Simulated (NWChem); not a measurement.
Molecule: CH$_{3}$CaFN$_{2}$

```xyz
8

Ca     0.2253    -0.8320     0.0000
F      0.0360    -2.8042     0.0000
C      0.3223     1.8365     0.0000
N      0.3004     1.1806    -1.1504
N      0.3004     1.1806     1.1504
H      0.3591     2.9455     0.0000
H      0.3213     1.7920    -1.9583
H      0.3213     1.7920     1.9583
```
Atoms are numbered in this order, from 1.

Results from NWChem. Coordinates come from a PBE0/def2-SVP optimisation. Level: PBE0/def2-SVPD; the question gives the wavelength of the field.

Q: Estimate the computed values for field 589 nm. Quantities: isotropic polarisability (bohr³); anisotropy (bohr³).

A: isotropic polarisability (bohr³): 52.9
anisotropy (bohr³): 24.5
